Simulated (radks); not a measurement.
The numbers below are computed, except where a source is named.
Charge is removed step by step from the 5s down level of Sb, starting from [Kr] 4d10 5s(up 1, down 1) 5p3. Code: a radial shooting solver on a logarithmic mesh with Libxc functionals. Model: scalar-relativistic Kohn-Sham, PBE, spin-polarised, spherical densities, point nucleus; open shells are filled with parallel spins first (spin-orbit coupling, left out, can overturn this in heavy ions).

\begin{tabular}{lrrr}
removed (e) & E - E(0) (eV) & eigenvalue (eV) & E minus straight line (eV) \\ \hline
0 & 0.000 & -11.593 & 0.000 \\
0.1 & 1.196 & -12.328 & -0.350 \\
0.2 & 2.466 & -13.078 & -0.626 \\
0.3 & 3.812 & -13.843 & -0.827 \\
0.4 & 5.234 & -14.621 & -0.950 \\
0.5 & 6.736 & -15.413 & -0.995 \\
0.6 & 8.317 & -16.220 & -0.960 \\
0.7 & 9.980 & -17.040 & -0.843 \\
0.8 & 11.725 & -17.869 & -0.644 \\
0.9 & 13.553 & -18.695 & -0.362 \\
1 & 15.461 & -19.456 & 0.000 \\
\end{tabular}

Removing the whole electron costs 15.461 eV by Delta-SCF, against 11.593 eV from minus the eigenvalue at the starting occupation. Slater's transition state (half an electron removed) gives 15.413 eV. Integrating minus the eigenvalue over the occupation (Janak's theorem) gives 15.463 eV. In this scalar-relativistic scheme the density is built from large components alone, so the theorem holds only approximately. The mean slope of the eigenvalue, de/dn, is 7.86 eV per electron.
